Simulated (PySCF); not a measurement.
Predicted microwave data (wB97X-D/def2-SVPD in PySCF (dipole) on a GFN2-xTB geometry, gas phase) for one isomer of C4H2F2N2:

```
Rotational constants : A = 3845, B = 1932, C = 1286 MHz
Dipole components    : |μa| = 0.00 D, |μb| = 1.54 D, |μc| = 0.00 D
Inertial defect      : 0.00 u·Å²
κ                    : -0.49
```

Question: Which structure is it? (One computed conformer of each.)
A. `Fc1nc(cnc1)F`
B. `FC1=C(F)N=NC=C1`

Answer: A. It is Fc1cncc(F)n1, an asymmetric top, point group C2v. The candidates at the same level (rigid rotor, commonest isotopes):

```
      SMILES  A (MHz)  B (MHz)  C (MHz)  μa (D)  μb (D)  μc (D)  Δ (u·Å²)  point group           rotor
Fc1cncc(F)n1     3845     1932     1286    0.00    1.54    0.00      0.00          C2v  asymmetric top
  Fc1ccnnc1F     3325     2370     1384    0.32    3.88    0.00      0.00           Cs  asymmetric top
```

`Fc1ccnnc1F` has B 23 % too high. In the right answer the symmetry axis of this C2v structure is b, so μa and μc vanish by symmetry. No structure here is proved a minimum.
